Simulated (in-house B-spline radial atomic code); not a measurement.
Relativistic effects in Si, [Ne] 3s2 3p2: non-relativistic Hartree-Fock (point nucleus) against Dirac-Hartree-Fock (Fermi nucleus of rms radius 3.1224 fm), both averages of the configuration, computed with a radial B-spline atomic code at the basis-set limit.

```csv
orbital,ε NR (Eh),ε Dirac (Eh),<r> NR (bohr),<r> Dirac (bohr),change of <r> (%)
1s1/2,-68.819,-69,0.1114,0.1111,-0.3
2s1/2,-6.163,-6.1899,0.5629,0.561,-0.3
2p1/2,-4.2624,?,0.5354,?,?
2p3/2,-4.2624,-4.2527,0.5354,0.5356,0.0
3s1/2,-0.5436,-0.54551,2.204,2.199,-0.2
3p1/2,-0.27874,-0.27909,2.788,2.783,-0.2
3p3/2,-0.27874,?,2.788,?,?
```

Task: What happens to 3p3/2?

Result: Its energy goes to -0.27794 hartree and <r> to 2.791 bohr (+0.12 %).

Task: What happens to 2p1/2?

Result: Its energy goes to -4.2778 hartree and <r> to 0.5336 bohr (-0.35 %).

Task: What explains the pattern of contraction and expansion?

Result: Expansion is seen in 3p3/2. The s and p1/2 orbitals contract directly, screen the nucleus better, and so push out orbitals that have little density near the nucleus; spin-orbit coupling adds to this for j = l + 1/2 and opposes it for j = l - 1/2.

Task: By how much does the total energy change?

Result: By -0.62672 hartree, from -288.835 to -289.461.
